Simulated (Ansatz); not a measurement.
Hg₂Br₄⁻, 6 atoms. Hardware: 4 threads of Arm Neoverse V2 on a shared host.

In the def2 sets Hg takes a core potential; there is no spin–orbit coupling. Correlated methods freeze 36 core orbitals; core or outer-core shells of Hg, Br are correlated, in sets that lack core-valence functions.

How many basis functions does each of these Ansatz runs have, and roughly what does it cost? RPA@PBE/def2-SVPD, charge -1 doublet, energy, from earlier orbitals; PBE0-D4/def2-SVP, charge -1 doublet, energy, from earlier orbitals; LDA (SPW92)/def2-SVP, charge -1 doublet, energy, from earlier orbitals; BLYP-D4/def2-SVP, charge -1 doublet, energy, from earlier orbitals; PBE-D4/def2-SVP, charge -1 doublet, energy with a search over starts; PBE-D4/def2-SVP, charge -1 doublet, energy and forces, from earlier orbitals; r2SCAN-D4/def2-SVPD, charge -1 doublet, relaxation, 12 steps; r2SCAN-D4/def2-SVP, charge -1 doublet, energy, from earlier orbitals; MP2/def2-SVPD, charge -1 doublet, energy, from earlier orbitals.

Other jobs shared the machine, so times can vary by a factor of up to 3. A dash marks memory too small to be measured apart from the calling script's.

```json
{"run": "LDA (SPW92)/def2-SVP, charge -1 doublet, energy, from earlier orbitals", "functions": "192", "fitting or Cholesky vectors": "2006", "wall time": "3.3 s", "peak host memory (GiB)": "–"}
{"run": "BLYP-D4/def2-SVP, charge -1 doublet, energy, from earlier orbitals", "functions": "192", "fitting or Cholesky vectors": "2006", "wall time": "7 s", "peak host memory (GiB)": "–"}
{"run": "PBE-D4/def2-SVP, charge -1 doublet, energy and forces, from earlier orbitals", "functions": "192", "fitting or Cholesky vectors": "2006", "wall time": "7.5 s", "peak host memory (GiB)": "–"}
{"run": "PBE0-D4/def2-SVP, charge -1 doublet, energy, from earlier orbitals", "functions": "192", "fitting or Cholesky vectors": "1864", "wall time": "13 s", "peak host memory (GiB)": "1.2"}
{"run": "PBE-D4/def2-SVP, charge -1 doublet, energy with a search over starts", "functions": "192", "fitting or Cholesky vectors": "2006", "wall time": "16 s", "peak host memory (GiB)": "–"}
{"run": "r2SCAN-D4/def2-SVP, charge -1 doublet, energy, from earlier orbitals", "functions": "192", "fitting or Cholesky vectors": "2006", "wall time": "18 s", "peak host memory (GiB)": "–"}
{"run": "MP2/def2-SVPD, charge -1 doublet, energy, from earlier orbitals", "functions": "234", "fitting or Cholesky vectors": "2226", "wall time": "24 s", "peak host memory (GiB)": "1.3"}
{"run": "RPA@PBE/def2-SVPD, charge -1 doublet, energy, from earlier orbitals", "functions": "234", "fitting or Cholesky vectors": "2226", "wall time": "28 s", "peak host memory (GiB)": "1.1"}
{"run": "r2SCAN-D4/def2-SVPD, charge -1 doublet, relaxation, 12 steps", "functions": "234", "fitting or Cholesky vectors": "2402", "wall time": "3.4 min", "peak host memory (GiB)": "0.58"}
```
